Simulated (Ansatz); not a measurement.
As(SMe)3 (C₃H₉AsS₃), relaxed as a singlet with RKS PBE-D4/def2-SVP in Ansatz, starting from the GFN2-xTB geometry. Force threshold 0.02 eV/Å.

Start:

```xyz
16

As   -0.142   -0.057    0.325
S    -0.333   -1.625   -1.276
C    -2.142   -1.855   -1.234
H    -2.463   -2.114   -0.229
H    -2.356   -2.671   -1.916
H    -2.631   -0.946   -1.574
S     2.068    0.324    0.163
C     2.681   -1.195    0.965
H     2.253   -1.291    1.960
H     3.759   -1.086    1.032
H     2.429   -2.055    0.351
S    -0.878    1.717   -0.845
C    -0.597    3.020    0.401
H    -1.116    2.772    1.324
H    -1.003    3.933   -0.023
H     0.470    3.130    0.576
```

Q: Estimate the energy that the relaxation releases and the steps that it takes.

A: 0.17 eV, in 7 steps; 15 s on 4 threads of Arm Neoverse V1 on a shared host. No frequencies were taken in this run, so the end may be a saddle point.

Q: Does the start keep its bonding and symmetry?

A: By distances, no bond broke or formed. The bond that changes most is As1–S12, from 2.25 to 2.27 Å (atoms count from 1).

Q: Predict the relaxed structure.

A: 
Cartesian coordinates in Å:
```
As -0.089 -0.035 0.207
S -0.398 -1.501 -1.503
C -2.171 -1.886 -1.230
H -2.356 -2.283 -0.212
H -2.437 -2.666 -1.969
H -2.802 -0.994 -1.409
S 2.156 0.189 -0.058
C 2.708 -1.201 1.004
H 2.337 -1.100 2.043
H 3.814 -1.163 1.017
H 2.388 -2.173 0.580
S -0.668 1.832 -0.952
C -0.622 3.045 0.424
H -1.302 2.758 1.250
H -0.966 4.009 0.000
H 0.409 3.170 0.807
```
Bond lengths: 3 × As–S 2.27 Å; 3 × C–S 1.83 Å; 9 × C–H 1.11 Å.
